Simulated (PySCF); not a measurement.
All of these have the formula C4H9ClO2Si. The calculation used TDDFT wB97X-D/def2-SVPD, vertical, gas phase, core orbitals frozen in the response in PySCF 2.14.0, density-fitted response routines. Geometries: GFN2-xTB; one conformer of each isolated species. Triplets are in the Tamm–Dancoff approximation. 'Strongest' means the level of largest summed f among the lowest 8 singlets; it needn't be the same kind of state in each.

**Question.** Rank by computed lowest singlet excitation energy, lowest first.
A. `CCO/C(=C/Cl)O[SiH3]`
B. `O[Si](O)(CCl)C1CC1`
C. `[SiH3]O[C@]1(CCl)CCO1`
D. `C=CO[C@@H](CCl)O[SiH3]`

**Answer.** A (5.96 eV), B (6.83 eV), D (7.06 eV), C (7.38 eV).

```json
{"SMILES": "CCO/C(=C/Cl)O[SiH3]", "S1 (eV)": "5.96", "α (au)": "97.6", "T1 (eV)": "4.48", "strongest (eV)": "6.78", "gap (eV)": "9.99", "HOMO (eV)": "-8.08", "S1 mainly": "H→L+4 (64%)"}
{"SMILES": "O[Si](O)(CCl)C1CC1", "S1 (eV)": "6.83", "α (au)": "87.7", "T1 (eV)": "6.23", "strongest (eV)": "6.83", "gap (eV)": "11.18", "HOMO (eV)": "-9.52", "S1 mainly": "H→L+1 (42%)"}
{"SMILES": "C=CO[C@@H](CCl)O[SiH3]", "S1 (eV)": "7.06", "α (au)": "94.0", "T1 (eV)": "4.64", "strongest (eV)": "7.20", "gap (eV)": "10.85", "HOMO (eV)": "-9.02", "S1 mainly": "H→L (50%)"}
{"SMILES": "[SiH3]O[C@]1(CCl)CCO1", "S1 (eV)": "7.38", "α (au)": "89.6", "T1 (eV)": "6.99", "strongest (eV)": "8.43", "gap (eV)": "11.75", "HOMO (eV)": "-9.85", "S1 mainly": "H→L (76%)"}
```

H and L stand for HOMO and LUMO.

Mean S1 by what the SMILES shows (count): single bonds only 7.11 eV (2); a double or triple bond but no aromatic ring 6.51 eV (2).
